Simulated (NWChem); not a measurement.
Everything below was run with NWChem. System: H$_{2}$O$_{2}$Zn, charge 0, spin multiplicity 1, at a geometry optimised with PBE0/def2-SVP. The structure started from a generated list of species. Level: MP2/def2-TZVP, 11 core orbitals frozen.

NWChem printed:

```
             Northwest Computational Chemistry Package (NWChem) 7.3.0
             --------------------------------------------------------

                                NWChem Input Module
                                -------------------

 Scaling coordinates for geometry "geometry" by  1.889725989
 (inverse scale =  0.529177249)

 Turning off AUTOSYM since
 SYMMETRY directive was detected!

                             Geometry "geometry" -> ""
                             -------------------------

 Output coordinates in angstroms (scale by  1.889725989 to convert to a.u.)

  No.       Tag          Charge          X              Y              Z
 ---- ---------------- ---------- -------------- -------------- --------------
    1 Zn                  30.0000     0.00000000     0.00000000     0.00660400
    2 O                    8.0000     0.21390200     1.75224600    -0.07107400
    3 H                    1.0000    -0.40498800     2.25277200     0.46953000
    4 O                    8.0000    -0.21390200    -1.75224600    -0.07107400
    5 H                    1.0000     0.40498800    -2.25277200     0.46953000

 Effective nuclear repulsion energy (a.u.)     177.9494719559

            Nuclear Dipole moment (a.u.)
            ----------------------------
        X                 Y               Z
 ---------------- ---------------- ----------------
     0.0000000000    -0.0000000000    -0.0000075589

      Symmetry information
      --------------------

 Group name             C2
 Group number              4
 Group order               2
 No. of unique centers     3

      Symmetry unique atoms

     1    2    3


 Summary of "ao basis" -> "" (spherical)
 ------------------------------------------------------------------------------
       Tag                 Description            Shells   Functions and Types
 ---------------- ------------------------------  ------  ---------------------
 *                         def2-tzvp                  on all atoms

 Summary of "ao basis" -> "ao basis" (spherical)
 ------------------------------------------------------------------------------
       Tag                 Description            Shells   Functions and Types
 ---------------- ------------------------------  ------  ---------------------
 Zn                        def2-tzvp                16       48   6s5p4d1f
 O                         def2-tzvp                11       31   5s3p2d1f
 H                         def2-tzvp                 4        6   3s1p

                                 NWChem SCF Module
                                 -----------------

  ao basis        = "ao basis"
  functions       =   122
  atoms           =     5
  closed shells   =    24
  open shells     =     0
  charge          =   0.00
  wavefunction    = RHF
  use symmetry    = T
  symmetry adapt  = T

 Summary of "ao basis" -> "ao basis" (spherical)
 ------------------------------------------------------------------------------
       Tag                 Description            Shells   Functions and Types
 ---------------- ------------------------------  ------  ---------------------
 Zn                        def2-tzvp                16       48   6s5p4d1f
 O                         def2-tzvp                11       31   5s3p2d1f
 H                         def2-tzvp                 4        6   3s1p

      Symmetry analysis of basis
      --------------------------

        a          63
        b          59

 Forming initial guess at       0.1s

      Superposition of Atomic Density Guess
      -------------------------------------

 Sum of atomic energies:       -1928.37529275

      Non-variational initial energy
      ------------------------------

 Total energy =   -1928.792700
 1-e energy   =   -3045.779496
 2-e energy   =     939.037325
 HOMO         =      -0.465506
 LUMO         =      -0.087338

      Symmetry analysis of molecular orbitals - initial
      -------------------------------------------------

  Numbering of irreducible representations:

     1 a           2 b

  Orbital symmetries:

     1 a           2 a           3 b           4 b           5 a
     6 a           7 b           8 a           9 b          10 a
[...]
    57      0.184012  2 O  px                94      0.184012  4 O  px

 Vector   23  Occ=2.000000D+00  E=-4.665901D-01  Symmetry=a
              MO Center=  9.7D-15,  5.3D-14, -5.2D-02, r^2= 3.7D+00
   Bfn.  Coefficient  Atom+Function         Bfn.  Coefficient  Atom+Function
  ----- ------------  ---------------      ----- ------------  ---------------
    54      0.236305  2 O  px                91     -0.236305  4 O  px
    57      0.215119  2 O  px                94     -0.215119  4 O  px
    56      0.201406  2 O  pz                93      0.201406  4 O  pz
    59      0.185075  2 O  pz                96      0.185075  4 O  pz
    60      0.156084  2 O  px                97     -0.156084  4 O  px

 Vector   24  Occ=2.000000D+00  E=-4.621279D-01  Symmetry=b
              MO Center= -1.7D-14, -6.0D-14, -7.3D-02, r^2= 3.7D+00
   Bfn.  Coefficient  Atom+Function         Bfn.  Coefficient  Atom+Function
  ----- ------------  ---------------      ----- ------------  ---------------
    56      0.271580  2 O  pz                93     -0.271580  4 O  pz
    59      0.247914  2 O  pz                96     -0.247914  4 O  pz
    62      0.180952  2 O  pz                99     -0.180952  4 O  pz

 Vector   25  Occ=0.000000D+00  E= 5.651247D-02  Symmetry=a
              MO Center=  2.3D-14, -5.8D-14,  8.2D-01, r^2= 5.7D+00
   Bfn.  Coefficient  Atom+Function         Bfn.  Coefficient  Atom+Function
  ----- ------------  ---------------      ----- ------------  ---------------
     6      1.652411  1 Zn s                 53     -0.826438  2 O  s
    90     -0.826438  4 O  s                 21      0.318829  1 Zn pz
    41     -0.267591  1 Zn d  2              61      0.243317  2 O  py
    98     -0.243317  4 O  py                39     -0.154329  1 Zn d  0

 Vector   26  Occ=0.000000D+00  E= 8.615141D-02  Symmetry=b
              MO Center= -8.9D-15,  3.0D-15,  4.9D-02, r^2= 7.5D+00
   Bfn.  Coefficient  Atom+Function         Bfn.  Coefficient  Atom+Function
  ----- ------------  ---------------      ----- ------------  ---------------
    19      1.037703  1 Zn px                20     -0.386785  1 Zn py
    60     -0.188465  2 O  px                97     -0.188465  4 O  px

 Vector   27  Occ=0.000000D+00  E= 9.370866D-02  Symmetry=a
              MO Center=  7.9D-14, -2.1D-13, -7.3D-01, r^2= 6.8D+00
   Bfn.  Coefficient  Atom+Function         Bfn.  Coefficient  Atom+Function
  ----- ------------  ---------------      ----- ------------  ---------------
    21      1.032479  1 Zn pz                 6     -0.451045  1 Zn s
    53      0.282086  2 O  s                 90      0.282086  4 O  s
    62     -0.176445  2 O  pz                99     -0.176445  4 O  pz

 center of mass
 --------------
 x =   0.00000000 y =  -0.00000000 z =  -0.01746364

 moments of inertia (a.u.)
 ------------------
         389.425392421588         -36.250232890650           0.000000000000
         -36.250232890650           8.551449135194           0.000000000000
           0.000000000000           0.000000000000         393.688791292320

  Mulliken analysis of the total density
  --------------------------------------

    Atom       Charge   Shell Charges
 -----------   ------   -------------------------------------------------------
    1 Zn  30    29.03   2.00  2.00  1.18  0.80  0.48  0.08  5.99  4.78  1.24  0.33  0.04  5.47  3.39  1.11  0.13  0.00
    2 O    8     8.82   0.79  1.18  0.55  0.97  0.31  1.83  2.08  1.09  0.00  0.02  0.00
    3 H    1     0.67   0.25  0.34  0.04  0.05
    4 O    8     8.82   0.79  1.18  0.55  0.97  0.31  1.83  2.08  1.09  0.00  0.02  0.00
    5 H    1     0.67   0.25  0.34  0.04  0.05

       Multipole analysis of the density wrt the origin
       ------------------------------------------------

     L   x y z        total         open         nuclear
     -   - - -        -----         ----         -------
     0   0 0 0      0.000000      0.000000     48.000000

     1   1 0 0      0.000000      0.000000      0.000000
     1   0 1 0      0.000000      0.000000     -0.000000
     1   0 0 1      0.794048      0.000000     -0.000008

     2   2 0 0    -17.430521      0.000000      3.785670
     2   1 1 0     -5.055377      0.000000     14.899379
     2   1 0 1      0.000000      0.000000      0.000000
     2   0 2 0    -23.749173      0.000000    211.677766
     2   0 1 1      0.000000      0.000000      0.000000
     2   0 0 2    -17.202489      0.000000      1.867843

                   NWChem MP2 Semi-direct Energy/Gradient Module
                   ---------------------------------------------

  Basis functions       =    122
  Molecular orbitals    =    122
  Frozen core           =     11
  Frozen virtuals       =      0
  Active alpha occupied =     13
  Active beta occupied  =     13
  Active alpha virtual  =     98
  Active beta virtual   =     98
  Use MO symmetry       = T
  Use skeleton AO sym   = T

  AO/Fock/Back tols     =   1.0D-09  1.0D-09  1.0D-09

 GA uses MA = F    GA memory limited = T

 Available:
  local mem=  1.26D+08
 global mem=  1.44D+08
 local disk=  0.00D+00
  mp2_memr nvloc                    98
  nvloc new                    98
   1 passes of  13:        5242880                      94037                  30091153.
   1 passes of  13: M    126145680           G      144149432           F     120902800.

 Semi-direct pass number   1 of   1  for RHF alpha+beta  at        4.8s
  vrange nnbf                  6941
  mp2_eaftype                   114  avail_ma_in_mb                  1099
 EAF : mp2_eaftype filesize         114   15045576.
  mp2_eaf for mointskh                    114
Node 0 wrote     70.7 Mb in      0.0 s     Agg I/O rate:  1609.6 Mb/s
 Done moints_semi at       16.3s
  mp2_eaftype                   114  avail_ma_in_mb                   985
 EAF : mp2_eaftype filesize         114   15045576.
  mp2_eaf for kh                   114
 Done maket at       16.8s
 Done multipass loop at       16.8s

          -------------------------------------------
          SCF energy               -1928.786422625515
          Correlation energy          -0.915253739758
          Singlet pairs               -0.492468644176
          Triplet pairs               -0.422785095582
          Total MP2 energy         -1929.701676365273
          -------------------------------------------

          ---------------------------------------------------
                    Spin Component Scaled (SCS) MP2
          Same spin pairs                     -0.281856730388
          Same spin scaling factor             0.333333333333
          Opposite spin pairs                 -0.633397009370
          Opposite spin scaling fact.          1.200000000000
          SCS-MP2 correlation energy          -0.854028654707
          Total SCS-MP2 energy             -1929.640451280222
          ---------------------------------------------------

 -----------------------
 Performance information
 -----------------------

 Timer overhead =  2.07D-07 seconds/call

               Nr. of calls         CPU time (s)                 Wall time (s)                GFlops
             ---------------    -------------------     ------------------------------   -------------------
Name         Min   Avg   Max    Min     Avg     Max     Min     Avg     Max   Mx/calls   Min     Max     Sum
mp2: moin     1     1     1    11.     11.     11.      11.     11.     11.     11.      0.0     0.0     0.0
mp2: make     1     1     1   0.57    0.57    0.57     0.57    0.57    0.57    0.57      0.0     0.0     0.0
mp2: tota     1     1     1    12.     12.     12.      12.     12.     12.     12.      0.0     0.0     0.0

 The average no. of pstat calls per process was 3.00D+00
 with a timing overhead of 6.22D-07s

 Task  times  cpu:       16.8s     wall:       16.8s

 Total times  cpu:       16.8s     wall:       16.8s
```

### Question
Write an NWChem input that would produce this output.

### Answer
This is not unique; one that fits is 
```
start mol
memory heap 200 mb stack 900 mb global 1100 mb
geometry units angstroms nocenter noautoz
  Zn     0.000000     0.000000     0.006604
  O      0.213902     1.752246    -0.071074
  H     -0.404988     2.252772     0.469530
  O     -0.213902    -1.752246    -0.071074
  H      0.404988    -2.252772     0.469530
  symmetry group C2
end
basis spherical
  * library def2-tzvp
end
scf
  rhf
  nopen 0
  maxiter 100
  thresh 1e-7
  semidirect memsize 60000000 filesize 0
end
mp2
  freeze core 11
end
task mp2 energy
```
